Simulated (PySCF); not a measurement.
Mean harmonic wavenumber (cm⁻¹) of eight silicon and germanium compounds: PBE-D3(BJ) beside B3LYP-D3(BJ), computed with PySCF for isolated molecules in the bases named; differences from unrounded values. The eight are the first of their class met in an unordered collection, after screening for sound electronic states; none was chosen by its value. Each level has its own optimised geometry.

| molecule | basis | B3LYP-D3(BJ) | PBE-D3(BJ) | difference |
|---|---|---|---|---|
| C2H6FNSi2, SMILES N[Si@@H]1C=C[Si@@H]1F | def2-SVP | 1151 | 1122 | -29 |
| C2H7ClOSi2, SMILES C([SiH3])(=C)O[SiH2]Cl | def2-SVP | 1081 | 1046 | -35 |
| C2H8N2Si, SMILES C/C=N/[SiH2]N | def2-SVP | 1348 | 1311 | -37 |
| C2H4N2OSi, SMILES N#C/N=C/O[SiH3] | def2-SVP | 1105 | 1069 | -36 |
| CH8FNSi2, SMILES [SiH2]([Si@H](F)N)C | def2-SVP | 1222 | 1189 | -32 |
| Si(Br)(Me)(OH)2 (CH5BrO2Si), SMILES C[Si](O)(O)Br | def2-SVP | 1213 | 1182 | -31 |
| SiFClBr₂, SMILES F[Si](Cl)(Br)Br | def2-SVP | 366 | 357 | -9 |
| Si(AsH2)(F)2(H) (AsF2H3Si), SMILES [SiH](F)(F)[AsH2] | def2-SVP | 897 | 869 | -28 |

PBE-D3(BJ) lies below B3LYP-D3(BJ) in 8 and above it in 0 of the eight; the mean signed difference is -30 and the largest -37 cm⁻¹.
